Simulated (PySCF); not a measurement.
Orbital picture of CaB

PBE0 at R = 2.607 Å; basis Ca def2-SVP, B def2-SVP; no relativity; PySCF 2.14. State: ⁴Σ⁻ (quartet), unpaired electrons σ ↑, π ↑↑, a second solution, started from another occupation. Only the outer orbitals are listed, counted within each symmetry.

```tsv
spin	orbital	occ.	ε (eV)	on Ca (%)	main shells (%)
α	5σ	1	-50.49	100	100 Ca s
α	2π	1	-30.48	100	100 Ca p
α	2π	1	-30.48	100	100 Ca p
α	6σ	1	-30.35	100	100 Ca p
α	7σ	1	-10.02	12	88 B s
α	8σ	1	-4.66	82	78 Ca s, 15 B p
α	3π	1	-4.07	26	74 B p, 18 Ca d
α	3π	1	-4.07	26	74 B p, 18 Ca d
α	9σ	0	-2.05	42	58 B p, 18 Ca p, 14 Ca s
α	10σ	0	-0.91	93	76 Ca d, 18 Ca p
α	4π	0	-0.84	98	50 Ca d, 48 Ca p
β	5σ	1	-50.24	100	100 Ca s
β	2π	1	-30.24	100	100 Ca p
β	2π	1	-30.24	100	100 Ca p
β	6σ	1	-30.07	100	100 Ca p
β	7σ	1	-7.82	23	74 B s, 10 Ca s
β	8σ	0	-2.23	87	80 Ca s
β	9σ	0	-0.89	46	46 B p, 35 Ca d, 9 Ca s
β	3π	0	-0.67	60	52 Ca d, 40 B p
```

Q: Which are the highest filled and the lowest empty level, where do they sit, and how wide is the gap?

A: Highest filled α 3π at -4.07 eV (in %: 74 B p, 18 Ca d); lowest empty β 8σ at -2.23 eV (in %: 80 Ca s); the gap at PBE0 is 1.84 eV.

```json
{
 "bond order (Mayer)": "1.48",
 "⟨S²⟩": "3.769",
 "charge on Ca (Mulliken, basis-dependent)": "0.31",
 "charge on Ca (Löwdin, basis-dependent)": "0.26",
 "dipole moment (positive dipole means Ca(−)B(+))": "-5.52 D"
}
```
